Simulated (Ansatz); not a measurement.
Reaction (cleavage of the Si–Si bond): `N[SiH2][SiH](O)F` + H₂S → `N[SiH2]S` + `O[SiH2]F`

Calculated with Ansatz (gas phase, PBE0-D4/def2-TZVP geometries, no zero-point term in ΔE). CCSD(T)/CBS is the MP2 limit (def2-TZVPP, def2-QZVPP) plus CCSD(T) − MP2 in def2-TZVPP, frozen cores. This one scheme is used for every species. Functionals use def2-TZVPP. B3LYP here is the variant with VWN-RPA as its local correlation; programs differ in this. One conformer a species, not always the lowest.

```json
{"level": "B3LYP-D4", "ΔE (kJ/mol)": "-76.6"}
{"level": "ωB97X-V", "ΔE (kJ/mol)": "-77.8"}
{"level": "PBE", "ΔE (kJ/mol)": "-68.9"}
{"level": "B3LYP", "ΔE (kJ/mol)": "-81.1"}
{"level": "HF/def2-TZVPP", "ΔE (kJ/mol)": "-98.3"}
{"level": "CCSD(T)/def2-TZVPP", "ΔE (kJ/mol)": "-80.4"}
{"level": "MP2/def2-QZVPP", "ΔE (kJ/mol)": "-93.0"}
{"level": "HF/CBS(def2)", "ΔE (kJ/mol)": "-99.5"}
```

What does CCSD(T)/CBS give? (Estimate.)

Ansatz gave: -83.2 kJ/mol. The listed levels differ from it by 6.6, 5.4, 14.3, 2.1, -15.1, 2.8, -9.8, -16.3 kJ/mol.

Largest T1 diagnostic among the species: 0.012.

The D4 term adds +4.4 kJ/mol with B3LYP and +2.7 kJ/mol with PBE0; it sums over pairs of atoms, weighted by their polarisabilities, and B3LYP, whose exchange is more repulsive, gets the larger term. In def2-TZVPP, CCSD(T) changes the Hartree–Fock value by +17.9 kJ/mol (the triples alone add +1.9 kJ/mol) and MP2 by +7.3 kJ/mol. From PBE to PBE0 (25 % exact exchange), in def2-TZVPP and without D4, ΔE moves by −7.1 kJ/mol.
